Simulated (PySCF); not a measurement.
The second ionisation energy along the 5d series

Calculated with PySCF 2.14 from differences of total energies of unrestricted determinants, without spin-orbit coupling. Values in eV. The last column holds reference values (NIST; (s) semi-empirical, (t) theoretical, else measured). Unmarked ones compare directly (S terms, centres of terms, or small fine structure); those marked * lie between the lowest fine-structure levels and include a spin-orbit shift.

```
                                                          element                       configurations  SCS-MP2 (valence)  CCSD (valence)  MP2 (valence and next inner shell)  SCS-MP2 (valence and next inner shell)     PBE    PBE0           reference
Hf (def2-QZVPPD with the def2 core potential (60 electrons), ECP)    [Xe] 4f14 5d1 6s2 → [Xe] 4f14 5d2                n/a             n/a                                 n/a                                     n/a     n/a     n/a  14.61 ± 0.04 (t) *
Ta (def2-QZVPPD with the def2 core potential (60 electrons), ECP)    [Xe] 4f14 5d3 6s1 → [Xe] 4f14 5d3             14.261          14.582                              15.000                                  14.695  15.423  15.181    16.2 ± 0.5 (s) *
 W (def2-QZVPPD with the def2 core potential (60 electrons), ECP)    [Xe] 4f14 5d4 6s1 → [Xe] 4f14 5d4             15.126          15.514                              15.913                                  15.543  16.288  16.045  16.37 ± 0.15 (s) *
Re (def2-QZVPPD with the def2 core potential (60 electrons), ECP)    [Xe] 4f14 5d5 6s1 → [Xe] 4f14 5d5             15.878          16.319                              16.709                                  16.280  17.035  16.784      16.6 ± 0.5 (s)
Os (def2-QZVPPD with the def2 core potential (60 electrons), ECP)    [Xe] 4f14 5d6 6s1 → [Xe] 4f14 5d6             16.471          16.764                              17.202                                  16.822  17.539  17.276        17 ± 1 (s) *
Ir (def2-QZVPPD with the def2 core potential (60 electrons), ECP)    [Xe] 4f14 5d7 6s1 → [Xe] 4f14 5d7             17.030          17.244                              17.676                                  17.326  18.025  17.740      17 ± 0.3 (s) *
Pt (def2-QZVPPD with the def2 core potential (60 electrons), ECP)        [Xe] 4f14 5d9 → [Xe] 4f14 5d8             18.651          18.516                              18.882                                  18.667  19.157  18.874      18.56 ± 0.12 *
Au (def2-QZVPPD with the def2 core potential (60 electrons), ECP)       [Xe] 4f14 5d10 → [Xe] 4f14 5d9             20.764          20.563                              20.921                                  20.693  20.977  20.769    20.203 ± 0.025 *
Hg (def2-QZVPPD with the def2 core potential (60 electrons), ECP)  [Xe] 4f14 5d10 6s1 → [Xe] 4f14 5d10             18.464          18.414                              18.870                                  18.602  19.142  18.815              18.757
```

"Valence" correlates the outer s and p shells and, in groups 3 to 12 and the f block, the outer d or f shell, open or full, or the next shell where the ion has no valence electron left; the wider scheme adds the next inner shell.
